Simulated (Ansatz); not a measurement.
Si2W, relaxed as a singlet with RKS r2SCAN-D4/def2-TZVP in Ansatz, starting from the GFN2-xTB geometry. Force threshold 0.02 eV/Å.

In the def2 sets W takes a core potential; there is no spin–orbit coupling. The restricted singlet is unstable: a solution with broken spin symmetry lies lower. At r2SCAN-D4/def2-TZVP a triplet of charge 0 lies 0.81 eV below the restricted singlet, each at its own geometry. The structure comes from a short search, and lower isomers may exist.

Start:

Cartesian coordinates in Å:
```
W 0.6676 -0.0958 -0.4555
Si -1.1298 -1.6331 -0.5855
Si 0.4622 1.7289 1.0410
```

```tsv
step	energy (eV)	largest force component (eV/Å)	SCF passes
1	-17574.6997	1.782	43
2	-17575.2991	0.869	29
3	-17575.8025	0.892	33
4	-17576.2283	0.767	35
5	-17576.4927	0.236	27
6	-17576.5019	0.066	31
7	-17576.5027	0.009	23
```

Force components are those of the run's own axes.

End:

```xyz
3

W     1.017   -0.146   -0.694
Si   -0.998   -0.961   -0.153
Si   -0.019    1.107    0.847
```

Bonds formed: Si2–Si3 (atoms count from 1).

No frequencies were taken in this run, so the end may be a saddle point.

Hardware: 4 threads of Arm Neoverse V1 on a shared host. Wall time 11 s.
